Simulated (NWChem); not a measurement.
C2H5S, doublet; SMILES [S]CC

Results from NWChem. Spin-unrestricted. In the optimisation the excess spin sits in a" (Cs, its own frame). The geometry was optimised at PBE-D3(BJ)/def2-SVP, spin-unrestricted. No stability test was run on the SCF state. Level PBE/def2-SVP: energy and gradient on several grids; changes count from the extra-fine grid, which is no exact limit either.

Q: Which is the coarsest grid (xcoarse; medium; xfine; coarse; fine) from which on the energy stays within 50 μHa and each gradient component within 100 μHa/bohr of xfine?

A: coarse.
```tsv
grid	size of the energy change (μHa)	largest change of a gradient component (μHa/bohr)	time, medium = 1 (rough)
xcoarse	900	2000	about 1
coarse	10	40	about 1
medium	< 10	< 30	about 1
fine	< 10	< 30	about 1
xfine	< 10	< 30	3
```
